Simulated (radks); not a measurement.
Values are calculated unless marked as measured or tabulated.
Spherical quantum dot in the effective-mass picture: electrons in a parabolic well V = omega^2 r^2 / 2 with omega = 0.54, all in effective atomic units (hartree* = m*/eps^2 hartree, bohr* = eps/m* bohr), one dielectric constant everywhere. Level of theory: non-relativistic Kohn-Sham, LDA (Slater exchange, Perdew-Wang correlation), spin-polarised, spherical densities (a radial shooting solver with Libxc functionals). Levels are named by radial order and angular momentum (1s, 1p, 1d, 2s, ...), and open shells are averaged over m. Results are scaled to m* = 0.046 and eps = 4.6, for which hartree* = 59.16 meV and bohr* = 5.292 nm.

N = 10, configuration 1s2 1p6 1d(up 2, down 0). This is the lowest configuration that the search found. Occupied and some empty levels:

level,occupation,eigenvalue (meV),<r> (nm)
1s up,1,250.83,11.51
1s down,1,252.17,11.36
1p up,3,266.98,14.17
1p down,3,268.75,14.12
1d up,2,285.84,16.10
1d down,0,287.74,16.11
2s up,0,291.27,13.96
2s down,0,292.45,14.05
1f up,0,306.81,17.69
1f down,0,308.70,17.73
2p up,0,313.96,15.95
2p down,0,315.15,15.99

Energy (meV): total 1733.27, kinetic 244.83, external 664.40, Hartree 1003.3, exchange-correlation -179.27.

Electron density:

r (nm),n(r) (e/nm^3)
2.06,0.0003119
4.28,0.0003714
6.49,0.0004412
8.70,0.0004849
10.9,0.0004731
13.1,0.0003987
15.4,0.0002831
17.6,0.0001660
19.8,0.00007880
22.0,0.00003008
24.2,9.158e-06
26.4,2.235e-06
28.6,4.376e-07
